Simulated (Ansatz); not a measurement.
Input for Ansatz (a quantum-chemistry and plane-wave program): R-PBE/def2-TZVPP on CHN (SMILES [C-]#[NH+]).

Ansatz 0.2 input:
```yaml
crystal:
  periodic: [false, false, false]
  atoms:
    - {symbol: H, position_ang: [-0.00000000, 0.00000000, -1.05291900]}
    - {symbol: N, position_ang: [0.00000000, -0.00000000, -0.05551036]}
    - {symbol: C, position_ang: [-0.00000000, 0.00000000, 1.10852936]}
basis:
  gaussian:
    orbitals: def2-TZVPP
hamiltonian:
  xc: {name: PBE}
scf: {lower_state_search: off}
```

Task: Give the final energy of this run.

Result: -93.3234 hartree.
